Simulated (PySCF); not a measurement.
EPR parameters of C3H3F4O

C₃H₃F₄O (doublet state).
Structure used (GFN2-xTB), in Å, numbered top down from 1:
```xyz
11
C3H3F4O angstrom
C      1.8934   -0.0583    0.0071
O      0.6216    0.5599   -0.0134
C     -0.4293   -0.1871   -0.3838
F     -0.2851   -1.5292   -0.2815
C     -1.7762    0.3244    0.0425
F     -1.9959    0.2446    1.3773
F     -1.9194    1.6107   -0.2820
F     -2.7652   -0.3572   -0.5388
H      1.9167   -0.8750    0.7338
H      2.1502   -0.4520   -0.9802
H      2.5947    0.7218    0.2928
```

The hyperfine couplings belong to this conformer and change with its torsions.

As a line formula: `CO[C](F)C(F)(F)F` [radical].

Theory: UKS B3LYP, pcH-1 on C F H O, non-relativistic, mean-field spin-orbit, GIAO (PySCF). Geometry: GFN2-xTB, one conformer, isolated molecule. Couplings are sensitive to structure, and on GFN2-xTB geometries they can be far from those on DFT ones. No stability test was run, so a lower SCF solution isn't excluded.

```json
{"g1, g2, g3": "2.00202, 2.00406, 2.00507", "g_iso": "2.00371", "Form of g": "rhombic: the two nearest values differ by 33 % of g3 − g1", "⟨S²⟩": "0.7528 (exact 0.7500)", "HOMO–LUMO gap, α and β orbitals": "7.05, 7.45 eV"}
```

Isotropic coupling and dipolar principal values T1 to T3, in MHz; ρ(0) is the spin density at the nucleus:

| atom | isotope | a_iso | T1 | T2 | T3 | Mulliken spin population | ρ(0) (bohr⁻³) |
| --- | --- | --- | --- | --- | --- | --- | --- |
| C1 | 13C | -4.6 | -1.7 | -0.8 | 2.5 | -0.01 | -0.0041 |
| O2 | 17O | -30.4 | -69.4 | 33.0 | 36.4 | 0.14 | 0.0502 |
| C3 | 13C | 311.8 | -72.5 | -70.9 | 143.3 | 0.77 | 0.2773 |
| F4 | 19F | 220.1 | -221.1 | -192.5 | 413.6 | 0.05 | 0.0523 |
| C5 | 13C | 27.7 | -5.8 | -5.1 | 10.9 | 0.00 | 0.0247 |
| F6 | 19F | 137.2 | -73.4 | -69.8 | 143.2 | 0.03 | 0.0326 |
| F7 | 19F | -0.1 | -11.2 | -8.4 | 19.6 | 0.00 | 0.0000 |
| F8 | 19F | 5.9 | -12.0 | -10.4 | 22.4 | 0.00 | 0.0014 |
| H9 | 1H | 17.5 | -3.3 | -2.7 | 6.1 | 0.01 | 0.0039 |
| H10 | 1H | 18.8 | -4.1 | -3.4 | 7.5 | 0.02 | 0.0042 |
| H11 | 1H | -1.5 | -3.1 | -2.7 | 5.8 | 0.00 | -0.0003 |

The largest Mulliken spin populations are on C3 (+0.77) and O2 (+0.14). No atom but C3 exceeds +0.15. The angles at C3 add up to 346.6°, so it is slightly pyramidal.

Axes: g3 points within 12° of the C1–O2 bond.

Under fast tumbling the dipolar parts average out, and these isotropic splittings remain: 1 × 19F (F4, I = 1/2, 2 lines) with 7.85 mT, 3 × 19F (F6/F7/F8, I = 1/2, 4 lines) with 1.70 mT and 3 × 1H (H9/H10/H11, I = 1/2, 4 lines) with 0.41 mT.

Means are taken over nuclei equivalent by connectivity, which assumes that they swap fast. The three 19F nuclei of mean +47.7 MHz run from -0.1 to 137.2 MHz in the frozen geometry. The three 1H nuclei of mean +11.6 MHz run from -1.5 to 18.8 MHz in the frozen geometry.

The 13C coupling of C3 (311.8 MHz) shows only in satellite lines or after enrichment, since that isotope makes up about 1.07 % of natural carbon.

The 17O coupling of O2 (-30.4 MHz) shows only in satellite lines or after enrichment, since that isotope makes up about 0.038 % of natural oxygen.

Examples of negative spin density at the nucleus (bohr⁻³): C1 (-0.0041).

Hardware: x86-64 server, one thread, on a shared host. Cost: 36 s wall.
